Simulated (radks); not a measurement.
Results of a calculation; reference values are marked as such.
Problem. Radial electron density D(r) = 4 pi r^2 rho(r) of an atom or ion with 22 electrons. Level of theory: Dirac Kohn-Sham, PBE, spin-unpolarised, spherical densities, finite nucleus; Fermi nuclear charge, rms radius of each element as measured or else 0.836 A^(1/3) + 0.57 fm (a radial shooting solver on a logarithmic mesh with Libxc functionals).

r (bohr)  D(r) (e/bohr)
0.0104            8.106
0.01444           12.75
0.01989           18.47
0.02738           24.33
0.03771           28.27
0.05235           28.15
0.07209           24.45
0.09928           22.01
0.1367            25.57
0.1898            31.18
0.2614            27.75
0.36              16.05
0.4957            10.16
0.6881            12.67
0.9476            11.46
1.305             5.502
1.797             1.452
2.495            0.2365
3.436           0.02435
4.731           0.01301
6.516           0.02324
9.045           0.01668
12.46           0.02296
17.15           0.06253
23.62           0.05076
32.79         0.0005105

What is the nuclear charge?

Solution. Z = 24. The innermost maximum, from 1s, lies near gamma/Z bohr with gamma = sqrt(1 - (Z/c)^2) = 0.985, here 0.041 bohr (found: 0.0439), and its height grows with Z. The density is that of the chromium ion Cr2+ in [Ar] 3d3 7d1; the configuration itself is not fixed sharply by these data, and Z only to about a unit. D(r) has 6 maxima, at r = 0.0439, 0.204, 0.770, 5.83, 10.9, 19.8 bohr, and minima at 0.0985, 0.500, 4.13 bohr, inside which lie 2.14, 10.55, 21.03 electrons.
